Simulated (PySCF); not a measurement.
GaF3, SMILES [F][Ga]([F])[F].

The structure is a stationary point at B3LYP-D3(BJ)/def2-SVP. The isomer is the one that the SMILES or the coordinates give; other isomers of the formula were not compared.

Vertical ionisation energy (IE) and electron affinity (EA) in eV. Rows of orbital energies are one-electron estimates. Where ΔSCF, EOM or ADC give a negative EA the extra electron is unbound and the value depends on the basis.

```json
[
 {"level": "−ε(HOMO), −ε(LUMO), r2SCAN/def2-TZVPD (PySCF)", "IE": "10.22", "EA": "3.22"},
 {"level": "ADC(2)/aug-cc-pVDZ (PySCF)", "IE": "13.36", "EA": "0.27"}
]
```

Beyond the first one, list the lowest photoelectron lines from PySCF with ADC(2)/aug-cc-pVDZ with their pole strengths (two spins summed). (An estimate is asked for; the answer gives what the named calculation found.)

13.55 eV (1.73), 13.55 eV (1.73), 13.65 eV (1.73), 13.65 eV (1.73), 14.32 eV (1.74).
